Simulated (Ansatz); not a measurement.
Z-matrix (Å, degrees):
```
Si
C 1 1.882
B 1 2.009 2 115.9
H 1 1.499 2 109.2 3 -118.5
H 1 1.495 2 109.5 3 125.6
C 2 1.525 1 113.9 3 177.6
H 2 1.096 1 107.8 3 54.6
H 2 1.096 1 108.1 3 -59.4
H 3 1.197 1 120.1 2 168.6
H 3 1.197 1 123.0 2 -13.6
H 6 1.093 2 111.3 1 -60.0
H 6 1.093 2 111.7 1 179.7
H 6 1.093 2 111.4 1 59.5
```

The species carries charge 0 and has multiplicity 1.

Problem. List the CAM-B3LYP/def2-TZVPP orbital energies in eV (the Gaussian-basis code of Ansatz). (Estimate.)

Solution. Computed: Occupied: -1800.27, -278.57, -278.44, -185.97, -144.90, -100.24, -100.22, -100.20, -22.88, -19.06, -16.70, -14.88, -14.05, -13.07, -12.11, -11.48, -11.35, -10.63, -9.86, -9.37. Lowest empty: -1.17, 1.67, 2.24, 2.70, 3.02, 3.18, 3.45, 3.60.
